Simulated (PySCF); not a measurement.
Two species compared at the same levels of theory.

First species: bicyclo[2.2.2]octane, C₈H₁₄.
Numbering: `[CH2:1]1[CH2:2][C@H:3]2[CH2:4][CH2:5][C@@H:6]1[CH2:7][CH2:8]2` (hydrogens: H9, H10 on C1; H11, H12 on C2; H13 on C3; H14, H15 on C4; H16, H17 on C5; H18 on C6; H19, H20 on C7; H21, H22 on C8)

Second species: C₇H₁₃PS.
SMILES: `[C@@H]1(CC[C@@H](C=C)[P@@H]1=S)C`

Levels: PBE0/pcSseg-1 for HOMO energy, LUMO energy and HOMO–LUMO gap. Geometries: GFN2-xTB. All species are isolated and taken at one optimised geometry, non-relativistic unless stated. Electronic properties by PySCF.

| property | column X | column Y |
| --- | --- | --- |
| HOMO energy | -6.40 eV | -7.93 eV |
| LUMO energy | -0.51 eV | 1.08 eV |
| HOMO–LUMO gap | 5.89 eV | 9.01 eV |

(1) Which column belongs to which species?

(2) How does each property change from the first species to the second?

## Answers

(1) Column X is the second species and column Y the first. The first has 22 atoms and 62 electrons, the second 22 and 86.

(2) HOMO energy +1.53 eV; LUMO energy -1.59 eV; HOMO–LUMO gap -3.12 eV.

On the first:  GFN2-xTB frequencies show an imaginary mode (44i cm⁻¹), so this geometry is no minimum at that level.

